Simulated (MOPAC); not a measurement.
MOPAC input (PM6):

```
PM6 PRECISE GNORM=0.05 LET XYZ CHARGE=-1 GEO-OK AUX(PRECISION=9) THREADS=1
C2HO

C     1.47166381 1   -0.13742564 1   -0.16023886 1
C     0.24591742 1   -0.00505859 1   -0.03640495 1
O    -1.10612656 1    0.18015862 1    0.07910224 1
H    -1.45647492 1   -0.58636359 1    0.54704496 1
```

Output:

```
 *******************************************************************************
 **                                                                           **
 **                              MOPAC v23.2.5                                **
 **                                                                           **
 *******************************************************************************
 ** MOPAC's Digital Object Identifier: https://doi.org/10.5281/zenodo.6511958 **
 **                                                                           **
 ** Please cite the open-source release paper for use of this MOPAC version:  **
 ** J. E. Moussa and J. J. P. Stewart (2026)                                  **
 ** MOPAC: An open-source semiempirical molecular orbital program             **
 ** J. Open Source Softw., 11(119), 8025, https://doi.org/10.21105/joss.08025 **
 *******************************************************************************

                              PM6 CALCULATION RESULTS

 *******************************************************************************
 *  PM6        - The PM6 Hamiltonian to be used
 *  GEO-OK     - OVERRIDE INTERATOMIC DISTANCE AND OTHER SAFETY CHECKS
 *
 *
 *
 *                 CHARGE ON SYSTEM = -1
 *
 *
 *
 *  LET        - OVERRIDE SOME SAFETY CHECKS
 *  PRECISE    - TIGHTER CRITERIA TO BE USED
 *  XYZ        - CARTESIAN COORDINATE SYSTEM TO BE USED
 *  GNORM      - EXIT WHEN GRADIENT NORM DROPS BELOW 0.050
 *  AUX        - OUTPUT AUXILIARY INFORMATION
 *******************************************************************************
PM6 PRECISE GNORM=0.05 LET XYZ CHARGE=-1 GEO-OK AUX(PRECISION=9) THREADS=1
 C2HO

   ATOM   CHEMICAL          X               Y               Z
  NUMBER   SYMBOL      (ANGSTROMS)     (ANGSTROMS)     (ANGSTROMS)

     1       C          1.47166381  *  -0.13742564  *  -0.16023886  *
     2       C          0.24591742  *  -0.00505859  *  -0.03640495  *
     3       O         -1.10612656  *   0.18015862  *   0.07910224  *
     4       H         -1.45647492  *  -0.58636359  *   0.54704496  *

          CARTESIAN COORDINATES

    NO.       ATOM           X           Y           Z

     1         C          1.4717     -0.1374     -0.1602
     2         C          0.2459     -0.0051     -0.0364
     3         O         -1.1061      0.1802      0.0791
     4         H         -1.4565     -0.5864      0.5470

 General Reference for PM6:
 "Optimization of Parameters for Semiempirical Methods V: Modification of NDDO Approximations
 and Application to 70 Elements", J. J. P. Stewart, J. Mol. Mod., 13, 1173-1213 (2007)
 URL: https://link.springer.com/article/10.1007/s00894-007-0233-4

           Empirical Formula: C2 H O  =     4 atoms

      MOLECULAR POINT GROUP   :   Cs

      RHF CALCULATION, NO. OF DOUBLY OCCUPIED LEVELS = 8

          Geometry optimization using EF

          DIAGONAL MATRIX USED AS START HESSIAN

 CYCLE:     1  GRAD.:    15.755 HEAT:  47.92411
 CYCLE:     2  GRAD.:   265.066 HEAT:  50.78297
 CYCLE:     3  GRAD.:    36.033 HEAT:  48.53015
 CYCLE:     4  GRAD.:   165.657 HEAT:  59.05706
 CYCLE:     5  GRAD.:    11.232 HEAT:  47.94819
 CYCLE:     6  GRAD.:    47.727 HEAT:  48.48817
 CYCLE:     7  GRAD.:    13.376 HEAT:  47.85072
 CYCLE:     8  GRAD.:    13.609 HEAT:  47.80489
 CYCLE:     9  GRAD.:    14.598 HEAT:  47.74042
 CYCLE:    10  GRAD.:    26.005 HEAT:  47.41872
 CYCLE:    11  GRAD.:   351.886 HEAT:  55.43273
 CYCLE:    12  GRAD.:    27.902 HEAT:  47.32342
 CYCLE:    13  GRAD.:    20.399 HEAT:  47.24584
 CYCLE:    14  GRAD.:   224.973 HEAT:  48.83169
 CYCLE:    15  GRAD.:    15.818 HEAT:  47.20441
 CYCLE:    16  GRAD.:    10.182 HEAT:  47.18689
 CYCLE:    17  GRAD.:    12.675 HEAT:  47.18798
 CYCLE:    18  GRAD.:     1.388 HEAT:  47.17692
 CYCLE:    19  GRAD.:     0.168 HEAT:  47.17675
 CYCLE:    20  GRAD.:     0.194 HEAT:  47.17675
 CYCLE:    21  GRAD.:     0.031 HEAT:  47.17674

     GRADIENT =  0.03071 IS LESS THAN CUTOFF =  0.05000

 -------------------------------------------------------------------------------
 PM6 PRECISE GNORM=0.05 LET XYZ CHARGE=-1 GEO-OK AUX(PRECISION=9) THREADS=1
 C2HO

     GEOMETRY OPTIMISED USING EIGENVECTOR FOLLOWING (EF).
     SCF FIELD WAS ACHIEVED

                              PM6 CALCULATION
                                                       MOPAC v23.2.5 Linux

          FINAL HEAT OF FORMATION =         47.17674 KCAL/MOL =     197.38748 KJ/MOL

          COSMO AREA              =         78.24 SQUARE ANGSTROMS
          COSMO VOLUME            =         59.86 CUBIC ANGSTROMS

          GRADIENT NORM           =          0.03071          =       0.01535 PER ATOM
          IONIZATION POTENTIAL    =          2.221836 EV
          HOMO LUMO ENERGIES (EV) =         -2.222  8.837
          NO. OF FILLED LEVELS    =          8
          MOLECULAR WEIGHT        =         41.0293         POINT GROUP:  Cs

          MOLECULAR DIMENSIONS (Angstroms)

            Atom       Atom       Distance
            H     4    C     1     3.10520
            O     3    C     1     0.79262
            H     4    C     2     0.00000

          SCF CALCULATIONS        =         22

   ATOM   CHEMICAL          X               Y               Z
  NUMBER   SYMBOL      (ANGSTROMS)     (ANGSTROMS)     (ANGSTROMS)

     1       C          1.50675401  *  -0.13757898  *  -0.16573921  *
     2       C          0.22552884  *  -0.00756079  *  -0.03181558  *
     3       O         -1.11299190  *   0.18358951  *   0.07834953  *
     4       H         -1.47987304  *  -0.59086586  *   0.55318871  *

                             CARTESIAN COORDINATES

   1    C        1.506754007    -0.137578983    -0.165739215
   2    C        0.225528838    -0.007560793    -0.031815576
   3    O       -1.112991905     0.183589514     0.078349527
   4    H       -1.479873038    -0.590865865     0.553188710

           Empirical Formula: C2 H O  =     4 atoms

      MOLECULAR POINT GROUP   :   Cs

                  EIGENVALUES
 -24.30680 -16.44658 -13.32941  -9.54283  -7.42981  -3.78151  -2.81203  -2.22184
   8.83699   9.27907   9.38205  11.34966  14.48804

              NET ATOMIC CHARGES AND DIPOLE CONTRIBUTIONS

  ATOM NO.   TYPE          CHARGE      No. of ELECS.   s-Pop       p-Pop
    1          C          -0.313463        4.3135     1.65341     2.66005
    2          C          -0.460704        4.4607     1.12910     3.33160
    3          O          -0.493872        6.4939     1.80300     4.69087
    4          H           0.268039        0.7320     0.73196
 DIPOLE           X         Y         Z       TOTAL
 POINT-CHG.    -1.856    -0.902     0.781     2.207
 HYBRID        -2.376     0.034     0.360     2.404
 SUM           -4.232    -0.868     1.140     4.468

          ATOMIC ORBITAL ELECTRON POPULATIONS

     Atom    s        px        py        pz
    1  C   1.65341   1.12373   0.74222   0.79409
    2  C   1.12910   0.82211   1.26799   1.24150
    3  O   1.80300   1.34168   1.53436   1.81483
    4  H   0.73196

 **********************
 *                    *
 * JOB ENDED NORMALLY *
 *                    *
 **********************

 == MOPAC DONE ==
```

The dipole moment of an ion depends on the origin.

The geometry given is a B3LYP-D3(BJ)/def2-TZVP minimum.
